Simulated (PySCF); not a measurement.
C2H12Si4, SMILES [SiH3][SiH]1C[SiH2][SiH2]C1.

The structure is a stationary point at PBE-D3(BJ)/def2-SVP. The structure was generated by enumeration, and PubChem lists no compound with its InChIKey, so it may never have been made. Other conformers were not sampled.

These are CAM-B3LYP/def2-TZVP (PySCF) values and carry that method's errors.

Symmetry labels are those of the subgroup Cs that the program uses (full group Cs).

### Question
List the valence orbital energies around the gap with their symmetry. (Estimate from the structure and the level; the computed values follow.)

### Answer

| orbital | symmetry | energy (eV) |
|---|---|---|
| HOMO−7 | A" | -11.24 |
| HOMO−6 | A' | -11.08 |
| HOMO−5 | A" | -11.01 |
| HOMO−4 | A" | -10.47 |
| HOMO−3 | A' | -10.37 |
| HOMO−2 | A" | -9.90 |
| HOMO−1 | A' | -9.01 |
| HOMO | A' | -8.91 |
| LUMO | A' | 0.74 |
| LUMO+1 | A' | 0.91 |
| LUMO+2 | A" | 1.06 |
| LUMO+3 | A' | 1.53 |
